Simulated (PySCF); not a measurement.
# InN: one state, many levels of theory

State: ³Σ⁻ (triplet), unpaired electrons π ↑↑. Set-up: In cc-pVDZ-PP with ECP28, N cc-pVDZ; scalar-relativistic core potentials (PySCF 2.14). De refers to In + N in their high-spin ground configurations, without counterpoise correction. The functionals are run spin-unrestricted. A positive dipole means In(−)N(+).

```csv
Level,Re (Å),ωe (cm⁻¹),De (eV),μ (D)
ROHF,2.205,485,-0.011,-2.39
ROHF-MP2,2.219,464,1.03,n/a
ROHF-SCS-MP2,2.227,455,1.05,n/a
ROHF-CCSD,2.240,434,1.02,n/a
ROHF-CCSD(T),2.249,422,1.11,n/a
PBE,2.258,422,2.03,-1.96
r²SCAN,2.234,438,1.66,-2.03
PBE0,2.227,448,1.70,-2.14
r²SCAN0,2.216,454,1.43,-2.16
BHandHLYP,2.215,460,1.44,-2.32
M06-2X,2.234,437,1.47,-2.28
LC-ωPBE,2.191,481,1.65,-2.09
```

(1) Which functional lies closest to ROHF-CCSD(T) in De, which farthest, and by how much do they differ from it?

(2) What does a quarter of exact exchange do here, going from r²SCAN to r²SCAN0?

(3) What does second-order correlation do here, going from ROHF to ROHF-MP2?

Correlated steps freeze 5 core orbitals. Correlated levels converge slowly with the basis: in double zeta they bind strong bonds too weakly, by up to about 1 eV, and carry superposition errors of some tenths. Spin–orbit coupling is left out, which matters for elements this heavy, above all for dissociation energies. A negative De means that the minimum lies above the separated atoms at that level. The state is the lowest determinant that a PBE0 search found; another state may lie lower at other levels.

Answers

(1) Closest is r²SCAN0 (-3.3 pm in Re, +7.6 % in ωe, +0.32 eV in De against ROHF-CCSD(T) in the same basis), farthest PBE (+0.9 pm in Re, +0.0 % in ωe, +0.92 eV in De). CCSD(T) converges more slowly with the basis than the functionals do and binds too weakly in this one, so the order can change at the basis-set limit.

(2) r²SCAN0 less r²SCAN: -1.8 pm in Re, +3.7 % in ωe, -0.23 eV in De. Exact exchange removes part of the self-interaction that spreads semilocal densities, and in most molecules shortens and stiffens the bond and lowers De; so it does here.

(3) ROHF-MP2 less ROHF: +1.4 pm in Re, -4.3 % in ωe, +1.04 eV in De. Correlation nearly always deepens the well. The bond lengthens, as in strong covalent bonds, where excitations into antibonding orbitals dominate.
